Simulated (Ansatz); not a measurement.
Job for Ansatz (an electronic-structure program): U-r2SCAN/def2-TZVPP on AlH3Se (SMILES [AlH2][SeH]), a point of a bond scan (R = 1.573 Å).

Ansatz 0.2 input:
```yaml
crystal:
  periodic: [false, false, false]
  atoms:
    - {symbol: Al, position_ang: [0.36409461, 0.02746235, -1.55730963]}
    - {symbol: H, position_ang: [-0.69852445, -0.56976553, -2.55206934]}
    - {symbol: H, position_ang: [1.74544102, 0.64238966, -1.99374994]}
    - {symbol: Se, position_ang: [-0.20119715, -0.03048168, 0.69657830]}
    - {symbol: H, position_ang: [1.06055664, 0.60674232, 1.10718226]}
basis:
  gaussian:
    orbitals: def2-TZVPP
hamiltonian:
  xc: {name: r2SCAN}
magnetization: {spin_polarized: true, initial_magnetization: 0}
```

The head of its log:

```
WARN ansatz: RAYON_NUM_THREADS=1 ignored (pool sized by the plan → 1); use --threads N
Functional definition: r2SCAN
integrals: 0.05 GiB planned
833 factors; their error is unknown
mean field: 0.48 GiB planned
mean field evaluation 1: about -71994.5126 eV, gradient 1.1e1 eV
mean field evaluation 2: about -71994.9965 eV, gradient 7.3e0 eV
```

**Question.** Predict the final total energy.

**Answer.** -2645.7776 hartree.
